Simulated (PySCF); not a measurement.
Mg(H)(iPr) (C3H8Mg), SMILES C[CH](C)[MgH]. Coordinates come from a PBE-D3(BJ)/def2-SVP optimisation. The structure was generated by enumeration; whether it is a known compound was not checked.

Give the equilibrium geometry at PBE-D3(BJ)/def2-SVP (PySCF confirms it by a frequency run) as a Z-matrix, and its point group. (The exact figures need the calculation; the answer reports its results.)

point group Cs.
```
C
H 1 1.1162
C 1 1.5372 2 107.64
H 3 1.1113 1 112.87 2 -57.62
H 3 1.1130 4 106.91 1 123.85
H 3 1.1175 4 106.60 5 112.89
C 1 1.5372 2 107.64 3 119.78
H 7 1.1113 1 112.87 2 57.62
H 7 1.1130 8 106.91 1 -123.85
H 7 1.1175 8 106.60 9 -112.89
Mg 1 2.1414 2 105.63 3 -120.11
H 11 1.7220 2 156.62 1 -180.00
```
